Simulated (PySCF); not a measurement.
Compound: C3H6N2Si.
InChI=1S/C3H6N2Si/c4-2-1-3-5-6/h3H,1H2,6H3/b5-3-

Theory: TDDFT CAM-B3LYP/def2-SVPD, vertical, gas phase, core orbitals frozen in the response (PySCF). Isolated species at its GFN2-xTB geometry (one conformer only). Torsions of this conformer, `[N:1]#[C:2][CH2:3]/[CH:4]=[N:5]\[SiH3:6]`: C2–C3–C4–N5 116°.

Predict the UV-vis stick spectrum at this level.

```json
{"state": "S1", "E (eV)": "4.18", "λ (nm)": "296.5", "f": "0.0006", "main configurations (H = HOMO, L = LUMO)": "H→L (95%)"}
{"state": "S2", "E (eV)": "6.43", "λ (nm)": "192.7", "f": "0.013", "main configurations (H = HOMO, L = LUMO)": "H→L+1 (86%)"}
{"state": "S3", "E (eV)": "7.24", "λ (nm)": "171.2", "f": "0.019", "main configurations (H = HOMO, L = LUMO)": "H→L+3 (58%), H→L+2 (20%)"}
{"state": "S4", "E (eV)": "7.35", "λ (nm)": "168.8", "f": "0.051", "main configurations (H = HOMO, L = LUMO)": "H→L+2 (55%), H→L+5 (18%), H→L+3 (11%)"}
{"state": "S5", "E (eV)": "7.55", "λ (nm)": "164.2", "f": "0.012", "main configurations (H = HOMO, L = LUMO)": "H-2→L (35%), H→L+6 (22%)"}
{"state": "S6", "E (eV)": "7.62", "λ (nm)": "162.7", "f": "0.0024", "main configurations (H = HOMO, L = LUMO)": "H→L+5 (37%), H→L+4 (17%), H→L+6 (16%)"}
{"state": "S7", "E (eV)": "7.71", "λ (nm)": "160.9", "f": "0.310", "main configurations (H = HOMO, L = LUMO)": "H-1→L (48%), H→L+6 (10%), H→L+5 (8%)"}
{"state": "S8", "E (eV)": "7.85", "λ (nm)": "158.0", "f": "0.176", "main configurations (H = HOMO, L = LUMO)": "H-1→L (27%), H→L+6 (25%), H-2→L (17%)"}
```

Triplets, Tamm–Dancoff:

```csv
state,E (eV),λ (nm),"main configurations (H = HOMO, L = LUMO)"
T1,3.61,343.3,H→L (93%)
T2,5.15,240.9,"H-1→L (70%), H-6→L (20%)"
T3,6.16,201.1,"H→L+1 (66%), H→L+2 (19%)"
```

The lowest singlet comes at 296 nm (404 kJ/mol) in the ultraviolet; it is very weak; its leading configuration is HOMO→LUMO (95%). The strongest level in the table is S7 at 7.71 eV (161 nm, f = 0.310). Löwdin shares by element: HOMO nitrogen 54% or more, carbon 20% or more, silicon 10% (atoms not listed hold the other 16%); LUMO carbon 41% or more, nitrogen 30% or more, silicon 7% (atoms not listed hold the other 22%). Orbital energies (eV): HOMO-3 -11.50, HOMO-2 -11.28, HOMO-1 -10.77, HOMO -8.82, LUMO -0.09, LUMO+1 0.76, LUMO+2 1.32. Weighted by f, the mean energy of these states is 7.67 eV. The listed states span 3.66 eV, and the widest gap between neighbours is 2.25 eV (S1 to S2). Singlets were solved by full linear response, triplets in the Tamm–Dancoff approximation.
